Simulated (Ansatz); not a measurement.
Frontier orbitals of C₂H₈BClSi (`CB[SiH](C)Cl`).

```xyz
13

C    -1.058   -1.723    1.051
B     0.119   -0.734    0.890
Si    0.565    0.215   -0.831
C     0.579    2.075   -0.650
Cl   -0.811   -0.278   -2.312
H    -0.589   -2.697    0.816
H    -1.872   -1.608    0.333
H    -1.446   -1.823    2.067
H     0.867   -0.552    1.814
H     1.889   -0.242   -1.343
H     1.331    2.374    0.086
H     0.819    2.550   -1.604
H    -0.394    2.444   -0.318
```

The species carries charge 0 and has multiplicity 1. Geometry: relaxed with PBE0-D4/def2-TZVP. It is one conformer, not always the lowest. Basis def2-TZVPP, Ansatz.

Orbital energies of one run (eV). Highest occupied ones, from the top: -6.78, -7.60, -8.27, -8.55, -8.94, -9.40, -10.34, -10.58, -10.71, -10.83, -11.78, -13.49, -18.63, -18.82. Empty: -2.70, -0.06, 0.64, 0.90, 1.55, 1.57.

Problem. Which functional gave them?
A. B97M-V
B. PBE0
C. BLYP
D. CAM-B3LYP

Solution. A. HOMO energies: B97M-V -6.78, CAM-B3LYP -9.04, BLYP -6.34, PBE0 -7.67 eV.
